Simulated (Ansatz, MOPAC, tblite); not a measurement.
How methods differ on CH6AlFSi (SMILES C[SiH2][AlH][F])

The runs start from one conformer, not always the lowest.

CH6AlFSi, singlet, SMILES `C[SiH2][AlH][F]`. Each level relaxes the structure for itself.

Quantity: the highest harmonic wavenumber at each level's own minimum, in cm⁻¹. The values are calculated.

| level | kind | program | value (cm⁻¹) |
| --- | --- | --- | --- |
| PM3 | semi-empirical | MOPAC | 3225 |
| GFN2-xTB | semi-empirical | tblite | 3045 |
| PM7 | semi-empirical | MOPAC | 2739 |
| GFN1-xTB | semi-empirical | tblite | 2969 |
| HF/STO-3G | Hartree–Fock | Ansatz | 3743 |
| HF/3-21G | Hartree–Fock | Ansatz | 3269 |
| HF/6-31G* (Cartesian functions) | Hartree–Fock | Ansatz | 3269 |
| PBE/def2-SVP | GGA | Ansatz | 3082 |
| PBE0-D4/def2-TZVP | global hybrid | Ansatz | 3139 |
| B3LYP/6-31G* (Cartesian functions) | global hybrid | Ansatz | 3129 |

Harmonic and unscaled. The values span 2739 to 3743 cm⁻¹. Without the sets that lack polarisation functions the rows with a basis span only 3082 to 3269 cm⁻¹.
